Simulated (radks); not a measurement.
Values are calculated unless marked as measured or tabulated.
Charge is removed step by step from the 4s1/2 level of the technetium ion Tc2+, starting from [Kr] 4d5. Code: a radial shooting solver on a logarithmic mesh with Libxc functionals. Model: Dirac Kohn-Sham, LDA (Slater exchange, Perdew-Wang correlation), spin-unpolarised, spherical densities, point nucleus; open shells fill j = l - 1/2 first.

removed (e)  E - E(0) (eV)  eigenvalue (eV)  E minus straight line (eV)
0                    0.000          -89.562                       0.000
0.1                  9.034          -91.122                      -0.726
0.2                 18.225          -92.700                      -1.295
0.3                 27.575          -94.295                      -1.705
0.4                 37.085          -95.907                      -1.955
0.5                 46.757          -97.535                      -2.043
0.6                 56.592          -99.178                      -1.967
0.7                 66.593          -100.84                      -1.727
0.8                 76.760          -102.51                      -1.320
0.9                 87.095          -104.20                      -0.744
1                   97.599          -105.89                       0.000

Removing the whole electron costs 97.599 eV by Delta-SCF, against 89.562 eV from minus the eigenvalue at the starting occupation. Slater's transition state (half an electron removed) gives 97.535 eV. Integrating minus the eigenvalue over the occupation (Janak's theorem) gives 97.599 eV. The mean slope of the eigenvalue, de/dn, is 16.3 eV per electron.
